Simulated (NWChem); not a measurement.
The numbers come from NWChem runs, not from measurements. System: H6PSi2, charge 0, spin multiplicity 2, at a geometry optimised with UPBE0/def2-SVP. The structure started from a generated list of species. Its SCF solution wasn't tested for a lower state. Level: URI-MP2/cc-pVDZ, 15 core orbitals frozen.

Job file:

```
start mol
memory heap 200 mb stack 900 mb global 1100 mb
geometry units angstroms nocenter noautoz
  Si    -0.022579     1.661098     0.427292
  P      0.000000     0.000000    -1.106722
  Si     0.022579    -1.661098     0.427292
  H      0.272956     2.961551    -0.243845
  H     -1.380273     1.732996     1.053765
  H      0.986830     1.427915     1.508410
  H      1.380273    -1.732996     1.053765
  H     -0.272956    -2.961551    -0.243845
  H     -0.986830    -1.427915     1.508410
  symmetry group C2
end
basis spherical
  * library cc-pvdz
end
basis "ri-mp2 basis" spherical
  * library cc-pvdz-ri
end
scf
  uhf
  nopen 1
  maxiter 100
  thresh 1e-7
  semidirect memsize 60000000 filesize 0
  # guess.movecs holds the orbitals of an unrestricted PBE0 run
  vectors input guess.movecs output mol.movecs
end
mp2
  freeze core 15
end
task rimp2 energy
```

Output (cleaned and shortened):

```
             Northwest Computational Chemistry Package (NWChem) 7.3.0
             --------------------------------------------------------

                                NWChem Input Module
                                -------------------

 Scaling coordinates for geometry "geometry" by  1.889725989
 (inverse scale =  0.529177249)

 Turning off AUTOSYM since
 SYMMETRY directive was detected!

                             Geometry "geometry" -> ""
                             -------------------------

 Output coordinates in angstroms (scale by  1.889725989 to convert to a.u.)

  No.       Tag          Charge          X              Y              Z
 ---- ---------------- ---------- -------------- -------------- --------------
    1 Si                  14.0000    -0.02257900     1.66109800     0.42729200
    2 P                   15.0000     0.00000000     0.00000000    -1.10672200
    3 Si                  14.0000     0.02257900    -1.66109800     0.42729200
    4 H                    1.0000     0.27295600     2.96155100    -0.24384500
    5 H                    1.0000    -1.38027300     1.73299600     1.05376500
    6 H                    1.0000     0.98683000     1.42791500     1.50841000
    7 H                    1.0000     1.38027300    -1.73299600     1.05376500
    8 H                    1.0000    -0.27295600    -2.96155100    -0.24384500
    9 H                    1.0000    -0.98683000    -1.42791500     1.50841000

 Effective nuclear repulsion energy (a.u.)     188.4506444385

            Nuclear Dipole moment (a.u.)
            ----------------------------
        X                 Y               Z
 ---------------- ---------------- ----------------
     0.0000000000    -0.0000000000     0.0000113384

      Symmetry information
      --------------------

 Group name             C2
 Group number              4
 Group order               2
 No. of unique centers     5

      Symmetry unique atoms

     1    2    4    5    6


 Summary of "ao basis" -> "" (spherical)
 ------------------------------------------------------------------------------
       Tag                 Description            Shells   Functions and Types
[...]
 RI-MP2 Calculation Information:
          Nr. of AO basis functions:         84
     Nr. of fitting basis functions:        312
               Nr. of MO spin cases:          2
        Nr. of MOs to be correlated:         69         69
     Nr. of occupied MOs correlated:         10          9
      Nr. of virtual MOs correlated:         59         60

          RI integral approximation: 'V'
    Threshold for Schwarz screening:  1.000E-09
 Smallest eigenvalue retained in fit  1.000E-08
    Type of storage for MO integrals 'EAF library'

 Transformation block size   10, requiring     1 integral passes.
 XForm_3cInts: Completed     1:   10 pass.
 Transformation block size    9, requiring     1 integral passes.
 XForm_3cInts: Completed     1:    9 pass.
 Energy evaluation using block sizes    10   10
 RIMP2_V_E2: Approx. ints. done (    1:   10,    1:   10)
 RIMP2_V_E2: Copy to B done (    1:   10,    1:   10)
 RIMP2_V_E2: Denominators done (    1:   10,    1:   10)
 RIMP2_V_E2: Completed block (    1:   10,    1:   10)
 RIMP2_V_E2: Approx. ints. done (    1:   10,    1:    9)
 RIMP2_V_E2: Copy to B done (    1:   10,    1:    9)
 RIMP2_V_E2: Denominators done (    1:   10,    1:    9)
 RIMP2_V_E2: Completed block (    1:   10,    1:    9)
 RIMP2_V_E2: Approx. ints. done (    1:    9,    1:    9)
 RIMP2_V_E2: Copy to B done (    1:    9,    1:    9)
 RIMP2_V_E2: Denominators done (    1:    9,    1:    9)
 RIMP2_V_E2: Completed block (    1:    9,    1:    9)

          -------------------------------------------
          SCF energy                -922.079712497656
          Correlation energy          -0.305626827254
          Total MP2 energy          -922.385339324910
          -------------------------------------------

 -----------------------
 Performance information
 -----------------------

 Timer overhead =  9.63D-08 seconds/call

               Nr. of calls         CPU time (s)                 Wall time (s)                GFlops
             ---------------    -------------------     ------------------------------   -------------------
Name         Min   Avg   Max    Min     Avg     Max     Min     Avg     Max   Mx/calls   Min     Max     Sum
Overall       1     1     1    3.0     3.0     3.0      3.0     3.0     3.0     3.0      0.0     0.0     0.0
3c integr     2     2     2   0.74    0.74    0.74     0.74    0.74    0.74    0.37      0.0     0.0     0.0
Energy        1     1     1   6.49E-2 6.49E-2 6.49E-2  6.49E-2 6.49E-2 6.49E-2 6.49E-2   0.0     0.0     0.0
3c integr     2     2     2   0.72    0.72    0.72     0.72    0.72    0.72    0.36      0.0     0.0     0.0
First 2/3     6     6     6   6.44E-3 6.44E-3 6.44E-3  6.44E-3 6.44E-3 6.44E-3 1.07E-3   0.0     0.0     0.0
Final 1/3     2     2     2   7.70E-3 7.70E-3 7.70E-3  7.70E-3 7.70E-3 7.70E-3 3.85E-3   0.0     0.0     0.0
Write 3c      2     2     2   8.80E-4 8.80E-4 8.80E-4  8.80E-4 8.80E-4 8.80E-4 4.40E-4   0.0     0.0     0.0
Read 3c i     3     3     3   8.88E-4 8.88E-4 8.88E-4  8.89E-4 8.89E-4 8.89E-4 2.96E-4   0.0     0.0     0.0
Fitting b     1     1     1   4.53E-2 4.53E-2 4.53E-2  4.53E-2 4.53E-2 4.53E-2 4.53E-2   0.0     0.0     0.0
Schwarz i     1     1     1   1.55E-2 1.55E-2 1.55E-2  1.55E-2 1.55E-2 1.55E-2 1.55E-2   0.0     0.0     0.0
Form 4ci      3     3     3   1.56E-2 1.56E-2 1.56E-2  1.56E-2 1.56E-2 1.56E-2 5.19E-3   0.0     0.0     0.0
Form A &      3     3     3   4.51E-2 4.51E-2 4.51E-2  4.51E-2 4.51E-2 4.51E-2 1.50E-2   0.0     0.0     0.0
Denominat     3     3     3   5.31E-4 5.31E-4 5.31E-4  5.31E-4 5.31E-4 5.31E-4 1.77E-4   0.0     0.0     0.0
Pair Ener     3     3     3   1.95E-3 1.95E-3 1.95E-3  1.95E-3 1.95E-3 1.95E-3 6.51E-4   0.0     0.0     0.0

 The average no. of pstat calls per process was 3.30D+01
 with a timing overhead of 3.18D-06s

 Task  times  cpu:        3.0s     wall:        3.0s

 Total times  cpu:        3.0s     wall:        3.0s
```
